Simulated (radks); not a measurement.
Results of a calculation; reference values are marked as such.
Task: Species: V II. Configuration: [Ar] 3d4. Code: a radial shooting solver on a logarithmic mesh with Libxc functionals. Model: scalar-relativistic Kohn-Sham, r2SCAN, spin-polarised, spherical densities, finite nucleus; open shells are filled with parallel spins first; meta-GGA in the generalised Kohn-Sham scheme; Fermi nuclear charge, rms radius 3.6002 fm. Some entries of the table are withheld. Estimate them.

| orbital | occ. | eigenvalue (hartree) | <1/r> (bohr^-1) |
|---|---|---|---|
| 1s down | 1 | -198.0020 | 22.84 |
| 1s up | 1 | -198.0003 | 22.84 |
| 2s up | 1 | -22.50323 | 4.813 |
| 2s down | 1 | -22.45008 | 4.822 |
| 2p up | 3 | -18.74850 | 4.700 |
| 2p down | 3 | -18.70795 | 4.709 |
| 3s up | 1 | -2.81861 | (1) |
| 3s down | 1 | -2.65985 | (2) |
| 3p up | 3 | -1.82352 | 1.329 |
| 3p down | 3 | -1.66291 | 1.327 |
| 3d up | 4 | -0.36138 | 0.9208 |

Result: 
(1) 3s up <1/r> (bohr^-1): 1.469
(2) 3s down <1/r> (bohr^-1): 1.465
